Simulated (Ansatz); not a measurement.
Y₂O₃⁻, 5 atoms. Hardware: 4 threads of Intel Xeon on a shared host.

In the def2 sets Y takes a core potential; there is no spin–orbit coupling. Correlated methods freeze 3 core orbitals; core or outer-core shells of Y are correlated, in sets that lack core-valence functions.

(1) How many basis functions does each of these Ansatz runs have, and roughly what does it cost? PBE0-D4/def2-TZVPD, charge -1 doublet, energy, from earlier orbitals; r2SCAN-D4/def2-TZVPD, charge -1 doublet, energy, from earlier orbitals; PBE-D4/def2-TZVPD, charge -1 doublet, energy and forces, from earlier orbitals; CCSD(T)/def2-SVPD, charge -1 doublet, energy, from earlier orbitals; MP2/def2-TZVPD, charge -1 doublet, energy, from earlier orbitals; PBE-D4/def2-SVPD, charge -1 doublet, relaxation, 15 steps; PBE-D4/def2-SVP, charge -1 doublet, energy with a search over starts; r2SCANh-D4/def2-TZVPD, charge -1 doublet, energy, from earlier orbitals; BLYP-D4/def2-TZVPD, charge -1 doublet, energy, from earlier orbitals; HF/STO-3G, charge -1 doublet, energy; LDA (SPW92)/def2-TZVPD, charge -1 doublet, energy, from earlier orbitals.

Results:

(1) Other jobs shared the machine, so times can vary by a factor of up to 3. A dash marks memory too small to be measured apart from the calling script's.

```tsv
run	functions	fitting or Cholesky vectors	wall time	peak host memory (GiB)
LDA (SPW92)/def2-TZVPD, charge -1 doublet, energy, from earlier orbitals	200	1224	3.3 s	–
HF/STO-3G, charge -1 doublet, energy	69	856	3.5 s	–
BLYP-D4/def2-TZVPD, charge -1 doublet, energy, from earlier orbitals	200	1224	7 s	–
PBE-D4/def2-TZVPD, charge -1 doublet, energy and forces, from earlier orbitals	200	1224	7.5 s	–
MP2/def2-TZVPD, charge -1 doublet, energy, from earlier orbitals	200	1453	9.5 s	0.57
PBE0-D4/def2-TZVPD, charge -1 doublet, energy, from earlier orbitals	200	1316	10 s	0.7
r2SCAN-D4/def2-TZVPD, charge -1 doublet, energy, from earlier orbitals	200	1224	12 s	–
PBE-D4/def2-SVP, charge -1 doublet, energy with a search over starts	104	1007	13 s	–
r2SCANh-D4/def2-TZVPD, charge -1 doublet, energy, from earlier orbitals	200	1224	15 s	0.78
PBE-D4/def2-SVPD, charge -1 doublet, relaxation, 15 steps	137	1145	86 s	–
CCSD(T)/def2-SVPD, charge -1 doublet, energy, from earlier orbitals	137	1285	3.1 min	3.1
```
